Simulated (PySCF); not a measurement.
A structure optimised at B3LYP-D3(BJ)/def2-SVP, used in a PySCF frequency run:

```
C
C 1 1.3555
C 2 1.4288 1 152.28
C 3 1.3292 2 62.28 1 180.00
H 3 1.0881 4 148.34 2 180.00
H 4 1.0881 3 148.34 5 0.00
C 1 1.4597 2 126.48 3 180.00
C 7 1.3692 1 107.50 2 180.00
H 7 1.0898 8 127.49 1 180.00
H 8 1.0908 7 126.09 9 0.00
C 8 1.4573 10 124.93 7 180.00
C 11 1.3692 8 108.97 10 180.00
H 12 1.0898 11 127.49 8 180.00
H 11 1.0908 12 126.09 13 0.00
```

### Question
Write its SMILES, formula and point group.

### Answer
C1=CC(=C2C=C2)C=C1, C8H6, C2v

### Question
What are its rotational constants (standard atomic weights)?

### Answer
6.7317, 1.4154, 1.1695 GHz
